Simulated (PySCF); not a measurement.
Relaxation of quartet Ni(OH)₃

Level of theory: UPBE0/[Ni def2-SVP, O def2-SVP, H def2-SVP], no relativity, density fitting, PySCF. A (50,194) grid was used.

A start at or just off a symmetric point, pushed along the force that breaks its symmetry, of Cs symmetry, free to break it:

```xyz
7
charge 0 multiplicity 4, angstrom
Ni   -0.0327    0.0161    0.0000
O     1.8167    0.0469    0.0000
O    -0.9063    1.4704    0.0000
O    -0.7954   -1.5743    0.0000
H     2.2854   -0.7665    0.0000
H    -0.4585    2.3388    0.0000
H    -1.7736   -1.5934    0.0000
```

Optimiser trace:
```csv
step,E − E(last) (kJ/mol),largest gradient (Eh/bohr)
0,33.34,0.03446
1,24.87,0.00676
2,24.09,0.00201
3,23.80,0.00242
4,23.46,0.00355
5,23.23,0.00228
6,23.19,0.00090
7,23.18,0.00219
8,23.05,0.00197
9,22.64,0.00354
10,21.65,0.00595
11,19.58,0.01447
12,18.92,0.03028
13,17.79,0.03722
14,14.57,0.02293
15,12.45,0.01830
16,9.45,0.01242
17,6.26,0.01878
18,4.70,0.01384
19,3.41,0.01423
20,1.53,0.00927
21,0.00,0.00861
```

It was stopped by the time limit after 21 steps; the last geometry has Ni–O 1.76 Å, Ni–O 1.77 Å, Ni–O 1.78 Å, O–H 0.97 Å, O–H 0.97 Å (×2). No frequency check is given, so it may be a saddle point.

Open d and f shells are described by one determinant, and the ground state may have another occupation or spin.
